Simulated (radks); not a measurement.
Values are calculated unless marked as measured or tabulated.
Isoelectronic series with 1 electrons, all held in the configuration 1s1, which need not be the ground one along the series. Level of theory: Dirac Kohn-Sham, LDA (Slater exchange, Perdew-Wang correlation), spin-unpolarised, spherical densities, finite nucleus; Fermi nuclear charge, rms radius of each element as measured or else 0.836 A^(1/3) + 0.57 fm (a radial shooting solver on a logarithmic mesh with Libxc functionals). Total energies (hartree) and orbital eigenvalues (eV):

\begin{tabular}{lrr}
ion & E (hartree) & 1s1/2 \\ \hline
H & -0.44567 & -6.3527 \\
He+ & -1.86116 & -38.3890 \\
Li2+ & -4.27143 & -97.4390 \\
Be3+ & -7.67991 & -183.6329 \\
B4+ & -12.08821 & -297.0224 \\
C5+ & -17.49752 & -437.6430 \\
N6+ & -23.90900 & -605.5268 \\
O7+ & -31.32384 & -800.7065 \\
F8+ & -39.74336 & -1023.217 \\
Ne9+ & -49.16898 & -1273.098 \\
Mg11+ & -71.04503 & -1855.143 \\
Al12+ & -83.49909 & -2187.405 \\
Si13+ & -96.96650 & -2547.231 \\
P14+ & -111.44950 & -2934.682 \\
S15+ & -126.95047 & -3349.820 \\
Cl16+ & -143.47195 & -3792.716 \\
Ar17+ & -161.01670 & -4263.443 \\
K18+ & -179.58762 & -4762.079 \\
Ca19+ & -199.18779 & -5288.708 \\
Sc20+ & -219.82048 & -5843.416 \\
Ti21+ & -241.48916 & -6426.299 \\
V22+ & -264.19747 & -7037.453 \\
Cr23+ & -287.94924 & -7676.983 \\
\end{tabular}
